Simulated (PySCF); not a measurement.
## Atomic charges against the basis set

Species: H9OPSi3.
Cartesian coordinates in Å at the PBE0-D3(BJ)/def2-SVP level; atoms count from 1:
```xyz
14
H9OPSi3 angstrom
Si    -2.4414    0.1697   -0.6543
Si    -1.0225    0.2141    1.2157
O      0.2490   -0.8455    1.0028
Si     1.6341   -1.0020    0.1013
P      2.0040    0.9498   -0.9887
H     -3.5310    1.1823   -0.4892
H     -1.6622    0.4887   -1.8900
H     -3.0599   -1.1834   -0.8088
H     -1.7538   -0.1936    2.4508
H     -0.4965    1.6034    1.4163
H      2.7470   -1.3979    1.0117
H      1.4521   -2.0589   -0.9378
H      2.6459    1.5763    0.1233
H      3.2278    0.4820   -1.5601
```

PBE0 throughout (PySCF), one geometry, spherical d and f functions. Geometry: PBE0-D3(BJ)/def2-SVP, one conformer, isolated molecule. Atoms taken as equivalent share a column and are averaged. The first 7 of 9 kinds of atom are listed.

Mulliken charges (e):

```
        basis  functions     Si1     Si2      O3     Si4      P5  H6/H7/H8  H9/H10
       STO-3G         50  +0.325  +0.542  -0.519  +0.564  +0.114    -0.115  -0.128
        6-31G         79  +0.211  +0.748  -0.957  +0.849  -0.176    -0.078  -0.118
     pcSseg-0         79  -0.016  +0.664  -1.013  +0.837  -0.418    -0.008  -0.056
       6-31G*        104  +0.087  +0.542  -0.683  +0.634  -0.248    -0.042  -0.078
      cc-pVDZ        131  +0.047  +0.399  -0.520  +0.433  -0.165    -0.025  -0.053
     def2-SVP        131  +0.107  +0.480  -0.590  +0.560  -0.166    -0.045  -0.076
     pcSseg-1        158  +0.139  +0.584  -0.763  +0.702  -0.281    -0.055  -0.086
  aug-cc-pVDZ        212  -0.956  -0.024  -0.977  -0.020  -0.992    +0.278  +0.318
6-311+G(2d,p)        221  +0.100  +0.552  -0.873  +0.675  -0.299    -0.039  -0.053
    def2-TZVP        233  -0.003  +0.273  -0.399  +0.315  -0.265    -0.006  -0.024
      cc-pVTZ        292  +0.031  +0.262  -0.348  +0.312  -0.173    -0.016  -0.033
     IGLO-III        301  +0.475  +0.634  -0.649  +0.806  -0.077    -0.148  -0.167
```

IAO charges (e):

```json
{"basis": "STO-3G", "functions": "50", "Si1": "+0.357", "Si2": "+0.611", "O3": "-0.688", "Si4": "+0.689", "P5": "+0.008", "H6/H7/H8": "-0.122", "H9/H10": "-0.127"}
{"basis": "6-31G", "functions": "79", "Si1": "+0.127", "Si2": "+0.599", "O3": "-0.790", "Si4": "+0.686", "P5": "-0.160", "H6/H7/H8": "-0.051", "H9/H10": "-0.086"}
{"basis": "pcSseg-0", "functions": "79", "Si1": "+0.070", "Si2": "+0.587", "O3": "-0.781", "Si4": "+0.682", "P5": "-0.187", "H6/H7/H8": "-0.035", "H9/H10": "-0.079"}
{"basis": "6-31G*", "functions": "104", "Si1": "+0.228", "Si2": "+0.705", "O3": "-0.854", "Si4": "+0.812", "P5": "-0.128", "H6/H7/H8": "-0.087", "H9/H10": "-0.122"}
{"basis": "cc-pVDZ", "functions": "131", "Si1": "+0.226", "Si2": "+0.697", "O3": "-0.852", "Si4": "+0.806", "P5": "-0.137", "H6/H7/H8": "-0.086", "H9/H10": "-0.120"}
{"basis": "def2-SVP", "functions": "131", "Si1": "+0.236", "Si2": "+0.706", "O3": "-0.849", "Si4": "+0.818", "P5": "-0.131", "H6/H7/H8": "-0.089", "H9/H10": "-0.125"}
{"basis": "pcSseg-1", "functions": "158", "Si1": "+0.237", "Si2": "+0.712", "O3": "-0.864", "Si4": "+0.823", "P5": "-0.134", "H6/H7/H8": "-0.089", "H9/H10": "-0.124"}
{"basis": "aug-cc-pVDZ", "functions": "212", "Si1": "+0.227", "Si2": "+0.699", "O3": "-0.861", "Si4": "+0.810", "P5": "-0.145", "H6/H7/H8": "-0.086", "H9/H10": "-0.119"}
{"basis": "6-311+G(2d,p)", "functions": "221", "Si1": "+0.249", "Si2": "+0.725", "O3": "-0.879", "Si4": "+0.838", "P5": "-0.134", "H6/H7/H8": "-0.093", "H9/H10": "-0.127"}
{"basis": "def2-TZVP", "functions": "233", "Si1": "+0.253", "Si2": "+0.735", "O3": "-0.884", "Si4": "+0.850", "P5": "-0.135", "H6/H7/H8": "-0.095", "H9/H10": "-0.130"}
{"basis": "cc-pVTZ", "functions": "292", "Si1": "+0.241", "Si2": "+0.724", "O3": "-0.876", "Si4": "+0.838", "P5": "-0.142", "H6/H7/H8": "-0.091", "H9/H10": "-0.127"}
{"basis": "IGLO-III", "functions": "301", "Si1": "+0.252", "Si2": "+0.731", "O3": "-0.883", "Si4": "+0.845", "P5": "-0.133", "H6/H7/H8": "-0.095", "H9/H10": "-0.129"}
```

Hirshfeld charges (e):

```
        basis  functions     Si1     Si2      O3     Si4      P5  H6/H7/H8  H9/H10
       STO-3G         50  +0.233  +0.370  -0.328  +0.392  +0.045    -0.083  -0.092
        6-31G         79  +0.178  +0.318  -0.360  +0.352  -0.030    -0.061  -0.068
     pcSseg-0         79  +0.188  +0.337  -0.344  +0.372  -0.027    -0.067  -0.078
       6-31G*        104  +0.187  +0.298  -0.310  +0.335  -0.030    -0.065  -0.071
      cc-pVDZ        131  +0.200  +0.303  -0.295  +0.339  -0.013    -0.070  -0.078
     def2-SVP        131  +0.206  +0.310  -0.296  +0.344  -0.009    -0.073  -0.081
     pcSseg-1        158  +0.204  +0.313  -0.312  +0.352  -0.017    -0.072  -0.079
  aug-cc-pVDZ        212  +0.200  +0.311  -0.325  +0.349  -0.011    -0.070  -0.076
6-311+G(2d,p)        221  +0.204  +0.312  -0.324  +0.347  -0.009    -0.070  -0.076
    def2-TZVP        233  +0.200  +0.308  -0.312  +0.344  -0.013    -0.070  -0.076
      cc-pVTZ        292  +0.198  +0.308  -0.307  +0.343  -0.014    -0.070  -0.077
     IGLO-III        301  +0.200  +0.308  -0.313  +0.341  -0.005    -0.070  -0.077
```

ESP-fitted charges (e):

```csv
basis,functions,Si1,Si2,O3,Si4,P5,H6/H7/H8,H9/H10
STO-3G,50,+0.134,+0.331,-0.353,+0.539,-0.246,-0.054,-0.072
6-31G,79,+0.102,+0.435,-0.580,+0.687,-0.442,-0.044,-0.065
pcSseg-0,79,+0.027,+0.536,-0.599,+0.812,-0.526,-0.030,-0.093
6-31G*,104,+0.081,+0.336,-0.389,+0.524,-0.343,-0.038,-0.058
cc-pVDZ,131,+0.055,+0.309,-0.346,+0.465,-0.291,-0.029,-0.055
def2-SVP,131,+0.070,+0.347,-0.372,+0.516,-0.318,-0.036,-0.066
pcSseg-1,158,+0.118,+0.384,-0.430,+0.611,-0.359,-0.051,-0.074
aug-cc-pVDZ,212,+0.071,+0.283,-0.319,+0.449,-0.267,-0.033,-0.053
"6-311+G(2d,p)",221,+0.064,+0.290,-0.335,+0.461,-0.271,-0.031,-0.052
def2-TZVP,233,+0.073,+0.290,-0.311,+0.446,-0.268,-0.034,-0.056
cc-pVTZ,292,+0.079,+0.288,-0.308,+0.444,-0.267,-0.036,-0.056
IGLO-III,301,+0.081,+0.248,-0.287,+0.407,-0.247,-0.034,-0.046
```

Some averages cover members that differ in this geometry, most widely: H6/H7/H8, Mulliken in aug-cc-pVDZ +0.256 to +0.311; H9/H10, Mulliken in aug-cc-pVDZ +0.300 to +0.335; H6/H7/H8, Mulliken in pcSseg-0 -0.020 to +0.006 e.

Question: Which scheme is steadiest as the basis changes?

Answer: Largest range over the bases for any column: Hirshfeld 0.08 e, IAO 0.29 e, ESP-fitted 0.41 e, Mulliken 1.43 e. Hirshfeld charges move least and Mulliken charges most, counted in e. Without the minimal STO-3G basis the ranges are Hirshfeld 0.07, IAO 0.18, ESP-fitted 0.41, Mulliken 1.43 e.

Question: How much do the charges still move between the two largest bases, cc-pVTZ and IGLO-III?

Answer: At most, over all atoms: Mulliken 0.494 e, IAO 0.011 e, Hirshfeld 0.009 e, ESP-fitted 0.040 e.

Question: What do the same runs give for the total energy, the frontier levels and the dipole moment?

Answer: 
```tsv
basis	energy (Eh)	HOMO (eV)	LUMO (eV)	μ (D)
STO-3G	-1274.9654	-3.76	5.80	0.63
6-31G	-1289.6982	-7.45	-0.25	1.11
pcSseg-0	-1288.2895	-7.61	-0.48	1.39
6-31G*	-1289.8636	-7.49	-0.37	0.84
cc-pVDZ	-1289.9358	-7.50	-0.38	0.74
def2-SVP	-1289.5046	-7.55	-0.39	0.82
pcSseg-1	-1289.8930	-7.63	-0.56	0.86
aug-cc-pVDZ	-1289.9479	-7.57	-0.70	0.59
6-311+G(2d,p)	-1290.0137	-7.60	-0.76	0.62
def2-TZVP	-1290.0291	-7.58	-0.68	0.61
cc-pVTZ	-1290.0327	-7.57	-0.61	0.62
IGLO-III	-1290.0274	-7.57	-0.60	0.60
```

The dipole is fixed by the density alone, so its range of 0.80 D shows that the density itself changes with the basis, not only its division among atoms.
